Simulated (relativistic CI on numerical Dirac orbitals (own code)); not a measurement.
Radial Dirac CI calculation of Ta+.

Command:

```sh
python run_levels.py task.json out
```

Input:

```
atom Ta  Z=73  charge=1  electrons=72
nucleus A=181  rms_radius_fm=5.3507
hamiltonian dirac-coulomb  breit=on  qed=on  c_scale=1
orbitals kli  potential=per-configuration
slater_scale 0.6
correlation none
mixing on
grid step=0.04 r_max=129.7
scf mixing=0.4 start=green max_iterations=150 tolerance=2e-08 node_fill=0.05
configurations
  [Xe] 4f14 5d3 6s
  [Xe] 4f14 5d2 6s2
end
```

Output:

```
SCF 1: [Xe] 4f14 5d3 6s
 iter      energy (Ha)   residual   last orbital (Ha)
    1    -15587.636560   3.15e+00     -0.88730
    2    -15615.186562   5.94e-01     -0.55804
    3    -15616.031567   2.83e-01     -0.55426
    4    -15616.227070   1.63e-01     -0.56776
    5    -15616.276848   3.09e-02     -0.58087
    6    -15616.285311   1.76e-02     -0.58546
    7    -15616.283956   7.45e-03     -0.58537
    8    -15616.282981   1.02e-03     -0.58540
    9    -15616.282828   1.06e-04     -0.58540
   10    -15616.282813   1.28e-05     -0.58541
   11    -15616.282812   2.56e-07     -0.58541
   12    -15616.282812   1.15e-07     -0.58541
   13    -15616.282812   4.16e-09     -0.58541
SCF 2: [Xe] 4f14 5d2 6s2
 iter      energy (Ha)   residual   last orbital (Ha)
    1    -15588.990454   3.06e+00     -0.88730
    2    -15615.169471   6.00e-01     -0.57421
    3    -15616.048698   2.65e-01     -0.52702
    4    -15616.107162   2.40e-01     -0.53886
    5    -15616.258906   9.09e-02     -0.62708
    6    -15616.285358   9.48e-03     -0.63715
    7    -15616.288144   1.02e-02     -0.64340
    8    -15616.286607   6.94e-04     -0.64383
    9    -15616.286505   1.55e-04     -0.64394
   10    -15616.286472   1.43e-05     -0.64398
   11    -15616.286470   3.69e-06     -0.64398
   12    -15616.286470   1.16e-06     -0.64398
   13    -15616.286470   4.75e-08     -0.64398
   14    -15616.286470   3.38e-09     -0.64398
orbital energies (Ha): 4f5/2 -1.4078  4f7/2 -1.3353  5s -3.0870  5p1/2 -2.0896  5p3/2 -1.7712  5d3/2 -0.5537  5d5/2 -0.5310  6s -0.5854
configuration averages (Ha): Dirac-Coulomb, Breit, QED
  5d3 6s                      -15616.282812   16.376051   11.108964
  5d2 6s2                     -15616.286470   16.376703   11.109782
levels: no., configuration, term, J, E (cm-1), weight
   1 5d3 6s                 5F   1                0.0  0.94
   2 5d3 6s                 5F   2              893.4  0.94
   3 5d3 6s                 5F   3             2228.2  0.97
   4 5d3 6s                 5F   4             3738.4  0.96
   5 5d3 6s                 5F   5             5263.9  0.90
   6 5d2 6s2                3F   2             5417.7  0.53
   7 5d3 6s                 5P   1             6371.6  0.47
   8 5d3 6s                 5P   2             6392.4  0.33
   9 5d3 6s                 3P   0             7006.4  0.55
  10 5d2 6s2                3F   3             8916.3  0.86
  11 5d3 6s                 5P   1             9417.0  0.52
  12 5d3 6s                 5P   3             9737.9  0.95
  13 5d3 6s                 5P   2             9810.6  0.44
  14 5d3 6s                 3G   3            10821.3  0.85
lowest total energy -15588.866804 Ha
end: converged
```

Against the reference input this run has: grid step 0.04, Slater scale 0.6. The reference run ends at -15588.900878 Ha with Breit and QED terms.

With so few configurations and no correlation, terms lie too far apart (by 10 to 50 % or more near neutrality), their order can be wrong, and levels of other configurations are missing. Terms and fine structure of an open d or f shell near neutrality can be off by tens of per cent either way.
